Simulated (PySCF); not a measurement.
Radial density of B²⁺ (boron, charge +2)

UHF, [He] 3d1, 2D determinant (an excited configuration). Computed with PySCF 2.14 in aug-cc-pCVTZ-DK (7s6p4d2f, 59 functions), with the spin-free X2C one-electron Hamiltonian (Gaussian nucleus).

```json
{"r (bohr)": "0.00612", "4πr²ρ (e/bohr)": "0.03138", "4πr²(ρα − ρβ)": "0.0000"}
{"r (bohr)": "0.0103", "4πr²ρ (e/bohr)": "0.08517", "4πr²(ρα − ρβ)": "0.0000"}
{"r (bohr)": "0.0173", "4πr²ρ (e/bohr)": "0.2224", "4πr²(ρα − ρβ)": "0.0000"}
{"r (bohr)": "0.0291", "4πr²ρ (e/bohr)": "0.5579", "4πr²(ρα − ρβ)": "0.0000"}
{"r (bohr)": "0.0490", "4πr²ρ (e/bohr)": "1.292", "4πr²(ρα − ρβ)": "0.0000"}
{"r (bohr)": "0.0824", "4πr²ρ (e/bohr)": "2.631", "4πr²(ρα − ρβ)": "-0.0001"}
{"r (bohr)": "0.139", "4πr²ρ (e/bohr)": "4.300", "4πr²(ρα − ρβ)": "-0.0001"}
{"r (bohr)": "0.233", "4πr²ρ (e/bohr)": "4.926", "4πr²(ρα − ρβ)": "-0.0001"}
{"r (bohr)": "0.392", "4πr²ρ (e/bohr)": "3.159", "4πr²(ρα − ρβ)": "0.0002"}
{"r (bohr)": "0.660", "4πr²ρ (e/bohr)": "0.7839", "4πr²(ρα − ρβ)": "0.0030"}
{"r (bohr)": "1.11", "4πr²ρ (e/bohr)": "0.07514", "4πr²(ρα − ρβ)": "0.0354"}
{"r (bohr)": "1.87", "4πr²ρ (e/bohr)": "0.1854", "4πr²(ρα − ρβ)": "0.1853"}
{"r (bohr)": "3.14", "4πr²ρ (e/bohr)": "0.3177", "4πr²(ρα − ρβ)": "0.3177"}
{"r (bohr)": "5.28", "4πr²ρ (e/bohr)": "0.09611", "4πr²(ρα − ρβ)": "0.0961"}
{"r (bohr)": "8.88", "4πr²ρ (e/bohr)": "0.003171", "4πr²(ρα − ρβ)": "0.0032"}
```

Densities and radii are taken from the X2C orbitals without a picture-change correction, which distorts them close to the nucleus.

The outer electron is Rydberg-like, and this basis confines it to a smaller radius and binds it less than a complete one would.
